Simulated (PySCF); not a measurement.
# Mn (manganese, neutral) across methods

[Ar] 3d5 4s1 5s1, high-spin 8S determinant (an excited configuration). Computed with PySCF 2.14 in aug-cc-pVDZ (7s6p4d2f, 59 functions), with the non-relativistic Hamiltonian (point nucleus). The B2PLYP total includes its PT2 part (frozen core); its orbital energies are those of the SCF part.

```tsv
method	E (hartree)	mean ε 3d α (eV)	mean ε 4s α (eV)	mean ε 5s α (eV)	Σ⟨r²⟩ (bohr²)	⟨S²⟩
CAM-B3LYP	-1150.874	-16.556	-10.717	-2.138	104.3	15.750
r2SCAN	-1150.808	-13.372	-9.105	-1.580	103.8	15.750
PBE0	-1150.620	-15.233	-9.557	-1.884	103.9	15.750
wB97M-V	-1150.752	-17.478	-11.391	-2.296	97.53	15.750
LDA	-1148.442	-12.971	-9.041	-1.620	100.0	15.750
revPBE	-1150.718	-12.811	-8.746	-1.643	103.5	15.750
UHF	-1149.73484	-21.848	-11.445	-2.365	108.5	15.750
PBE	-1150.576	-12.831	-8.811	-1.633	102.3	15.750
B2PLYP	-1150.552	-17.559	-10.196	-1.941	105.9	15.750
```

The outer electron is Rydberg-like, and this basis confines it to a smaller radius and binds it less than a complete one would.
